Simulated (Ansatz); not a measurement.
The cluster CoW₂⁻, relaxed as a singlet with RKS B3LYP-D4/def2-TZVPD in Ansatz, starting from packed atoms. Force threshold 0.02 eV/Å.

In the def2 sets W takes a core potential; there is no spin–orbit coupling. The restricted singlet is unstable towards broken spin symmetry at other levels; at B3LYP-D4/def2-TZVPD this wasn't settled. The highest occupied level of the charge -1 singlet lies above zero (up to 0.16 eV). The electron is either unbound and held by the finite basis, or the level is raised by self-interaction error. The relaxation made no stability test and no search for a lower SCF solution. At B3LYP-D4/def2-TZVPD a quintet of charge -1 lies 1.56 eV below the restricted singlet, each at its own geometry. The structure comes from a short search, and lower isomers may exist.

Start:

```xyz
3

Co    1.451    0.912    0.092
W    -0.367   -1.182    1.225
W    -1.084    0.270   -1.317
```

| step | energy (eV) | largest force component (eV/Å) | SCF passes |
| --- | --- | --- | --- |
| 1 | -41270.2398 | 4.612 | 274 |
| 2 | -41272.9142 | 6.126 | 101 |
| 3 | -41275.6271 | 3.318 | 90 |
| 4 | -41276.2041 | 3.890 | 61 |
| 5 | -41276.4115 | 0.546 | 51 |
| 6 | -41276.4209 | 0.196 | 46 |
| 7 | -41276.4225 | 0.013 | 44 |

Force components are those of the run's own axes.

End:

Cartesian coordinates in Å:
```
Co 1.153 0.721 0.078
W -0.315 -0.878 0.872
W -0.838 0.157 -0.950
```

By distances, no bond broke or formed. The bond that changes most is W2–W3, from 3.01 to 2.16 Å (atoms count from 1).

No frequencies were taken in this run, so the end may be a saddle point.

It took 20 s on 4 threads of Arm Neoverse V2 on a shared host.
